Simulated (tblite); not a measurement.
Isomers of C7H7O2 (doublet state). Method: GFN2-xTB as coded in tblite; computed harmonic values from a numerical Hessian at the method's own geometry, unscaled. The method is semi-empirical: single wavenumbers can be off by several per cent or more. One conformer each. Open shells enter through the occupations alone, without spin polarisation, and single modes of such species can be off by tens of per cent.

Electronic energies: GFN2-xTB at the same geometries; isomer energies are rough at this level and their order can be wrong.

```
                     SMILES  electronic energy, lowest = 0 (kJ/mol)
         C=CC1=C(C)[C]1OC=O                                   252.1
[H]/[C]=C\C1=C(C)[C@H]1OC=O                                   359.1
            COc1cccc([O])c1                                     0.0
         CCC1=[C]C(=O)CC1=O                                   150.8
     [CH2]C1=CC(=O)C(=O)CC1                                    63.9
       CC1=[C]C(=O)C(=O)CC1                                   135.2
```

Task: How do GFN2-xTB zero-point energies change the relative energies?

Result: 
```csv
SMILES,ZPE (kJ/mol),of it from modes above 1550 cm⁻¹,electronic (kJ/mol),"with ZPE, lowest = 0 (kJ/mol)",lowest mode (cm⁻¹),rings
COc1cccc([O])c1,314.8,137.0,0.0,0.0,103,1
[CH2]C1=CC(=O)C(=O)CC1,313.7,147.7,63.9,62.7,53,1
CC1=[C]C(=O)C(=O)CC1,313.7,157.2,135.2,134.1,84,1
CCC1=[C]C(=O)CC1=O,313.7,157.4,150.8,149.7,37,1
C=CC1=C(C)[C]1OC=O,302.1,149.3,252.1,239.4,54,1
[H]/[C]=C\C1=C(C)[C@H]1OC=O,301.0,157.6,359.1,345.3,20i,1
```

The zero-point energies span 13.8 kJ/mol, from `[H]/[C]=C\C1=C(C)[C@H]1OC=O` to `COc1cccc([O])c1`. Slightly imaginary modes are left out of the zero-point energy: `[H]/[C]=C\C1=C(C)[C@H]1OC=O` 19.9i cm⁻¹. The order is unchanged.

Task: What do entropy and thermal enthalpy add at 298.15 K and 1 bar (rigid rotor, harmonic oscillator, one conformer each)?

Result: 
| SMILES | point group | symmetry number | S (J/(mol K)) | H − H(0) (kJ/mol) | ZPE + H − H(0) − TS (kJ/mol) |
| --- | --- | --- | --- | --- | --- |
| COc1cccc([O])c1 | Cs | 1 | 373.6 | 23.84 | 227.3 |
| [CH2]C1=CC(=O)C(=O)CC1 | C1 | 1 | 380.1 | 24.25 | 224.7 |
| CC1=[C]C(=O)C(=O)CC1 | C1 | 1 | 390.0 | 25.73 | 223.1 |
| CCC1=[C]C(=O)CC1=O | C1 | 1 | 403.8 | 26.14 | 219.5 |

S holds R ln(2S + 1) for the spin.

Not tabulated: `C=CC1=C(C)[C]1OC=O` (point group not settled); `[H]/[C]=C\C1=C(C)[C@H]1OC=O` (lowest mode only 20i cm⁻¹).
